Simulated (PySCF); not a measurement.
BFBr2, SMILES B(Br)(Br)F. The structure is a stationary point at B3LYP-D3(BJ)/def2-SVP.

Q: Give the equilibrium geometry at B3LYP-D3(BJ)/def2-SVP (PySCF confirms it by a frequency run) as a Z-matrix, and its point group. (An estimate is asked for; the answer gives what the named calculation found.)

A: point group C2v.
```
B
F 1 1.3122
Br 1 1.9126 2 119.05
Br 1 1.9126 2 119.05 3 180.00
```
Charge 0, spin multiplicity 1.
